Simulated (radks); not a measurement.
Problem. The mean radii <r> (bohr) of the occupied orbitals of an atom or ion are listed with their occupations. All-electron calculation, Dirac Kohn-Sham, PBE, spin-unpolarised, spherical densities, finite nucleus; Fermi nuclear charge, rms radius of each element as measured or else 0.836 A^(1/3) + 0.57 fm. Program: a radial shooting solver on a logarithmic mesh with Libxc functionals.

| orbital | occ. | <r> |
|---|---|---|
| 1s1/2 | 2 | 0.01774 |
| 2s1/2 | 2 | 0.07427 |
| 2p1/2 | 2 | 0.06130 |
| 2p3/2 | 4 | 0.06950 |
| 3s1/2 | 2 | 0.1934 |
| 3p1/2 | 2 | 0.1835 |
| 3p3/2 | 4 | 0.1986 |
| 3d3/2 | 4 | 0.1734 |
| 3d5/2 | 6 | 0.1781 |
| 4s1/2 | 2 | 0.4317 |
| 4p1/2 | 2 | 0.4357 |
| 4p3/2 | 4 | 0.4692 |
| 4d3/2 | 4 | 0.4824 |
| 4d5/2 | 6 | 0.4937 |
| 5s1/2 | 2 | 1.001 |
| 5p1/2 | 2 | 1.087 |
| 4f5/2 | 6 | 0.5512 |
| 4f7/2 | 8 | 0.5592 |
| 5p3/2 | 4 | 1.178 |
| 5d3/2 | 4 | 1.520 |

Name the element and its charge. Open shells, if any, fill j = l - 1/2 first.

Solution. Z = 76, osmium, charge +4: Os4+ in [Xe] 4f14 5d4. The 1s radius gives Z: for a bare nucleus <r> = (2 gamma + 1)/(2Z) with gamma = sqrt(1 - (Z/c)^2), 0.01753 bohr for Z = 76, and screening makes it slightly larger (0.01774 here). The occupations add up to 72, and the charge is Z minus that.
